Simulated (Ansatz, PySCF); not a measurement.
In(Cl)(Me)(OH) (CH4ClInO), SMILES [CH3][In]([OH])[Cl]. Atoms are numbered in the order given.

```xyz
8

In     0.3055     0.2183    -0.0538
Cl    -1.2184    -1.6009    -0.2621
C      0.2276     1.9762    -1.2942
H      0.3477     1.6723    -2.3430
H      1.0335     2.6613    -1.0007
H     -0.7507     2.4578    -1.1608
O      1.6353    -0.1167     1.4056
H      1.4889    -0.9711     1.8366
```

The structure is a stationary point at B3LYP-D3(BJ)/def2-SVP. The structure was generated by enumeration; whether it is a known compound was not checked. The def2 effective core potentials stand for the cores of In; spin–orbit coupling is left out. One conformer was computed; it need not be the lowest.

Two levels are set side by side: PBE-D3(BJ)/def2-SVP (Ansatz, a quantum-chemistry and plane-wave program) and B3LYP-D3(BJ)/def2-SVP (Ansatz). Each level has its own optimised geometry; the coordinates shown are those of the second. Frequencies come from the Hessian of PySCF at each geometry. Differences are taken from unrounded values.

| quantity | B3LYP-D3(BJ) |
|---|---|
| mean bond length (Å) | 1.543 |
| bond In1–Cl2 (Å) | 2.382 |
| bond In1–C3 (Å) | 2.153 |
| bond In1–O7 (Å) | 2.003 |
| bond C3–H4 (Å) | 1.099 |
| bond C3–H5 (Å) | 1.098 |
| bond C3–H6 (Å) | 1.099 |
| bond O7–H8 (Å) | 0.968 |
| highest harmonic wavenumber (cm⁻¹) | 3819 |
| mean harmonic wavenumber (cm⁻¹) | 1205 |
| zero-point energy (kcal/mol) | 31.00 |

Q: What does PBE-D3(BJ) give, and how far is it from B3LYP-D3(BJ)? (Estimate from the structure and the level; the computed values follow.)

A: 
```csv
quantity,PBE-D3(BJ),PBE-D3(BJ) minus B3LYP-D3(BJ)
mean bond length (Å),1.550,0.007
bond In1–Cl2 (Å),2.387,0.005
bond In1–C3 (Å),2.153,0.000
bond In1–O7 (Å),2.018,0.015
bond C3–H4 (Å),1.106,0.007
bond C3–H5 (Å),1.105,0.007
bond C3–H6 (Å),1.106,0.007
bond O7–H8 (Å),0.978,0.010
highest harmonic wavenumber (cm⁻¹),3701,-118
mean harmonic wavenumber (cm⁻¹),1175,-29
zero-point energy (kcal/mol),30.25,-0.75
```

Exact exchange shortens and stiffens bonds; PBE has none. Differences between two approximate levels are no errors against the true value.
